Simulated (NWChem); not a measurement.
# C₂H₂FI; SMILES F/C=C\I

```xyz
6

F     -0.8367     2.3861     0.0000
C      0.4787     2.1611     0.0000
C      1.0319     0.9396     0.0000
I     -0.0894    -0.8299     0.0000
H      1.0810     3.0866     0.0000
H      2.1232     0.8177     0.0000
```
Atoms are numbered in this order, from 1.

Structure relaxed at the PBE-D3(BJ)/def2-SVP level. def2 effective core potentials on I; no spin-orbit coupling.

Symmetry labels are those of Cs in the frame above (b1 and b2, or b-type labels, depend on it).

### Question
List the 6 lowest vertical singlet excitations from CAM-B3LYP/def2-SVP with def2 effective core potentials on I, full TDDFT (NWChem).

### Answer
```csv
state,energy (eV),oscillator strength,symmetry,leading excitation (squared amplitude)
S1,4.75,0.001,a",HOMO → LUMO (0.99)
S2,5.29,0.000,a',HOMO−1 → LUMO (1.00)
S3,6.56,0.185,a',HOMO → LUMO+1 (0.96)
S4,6.61,0.000,a",HOMO−1 → LUMO+1 (0.99)
S5,6.77,0.000,a",HOMO−2 → LUMO (0.96)
S6,7.85,0.000,a",HOMO → LUMO+2 (0.88)
```
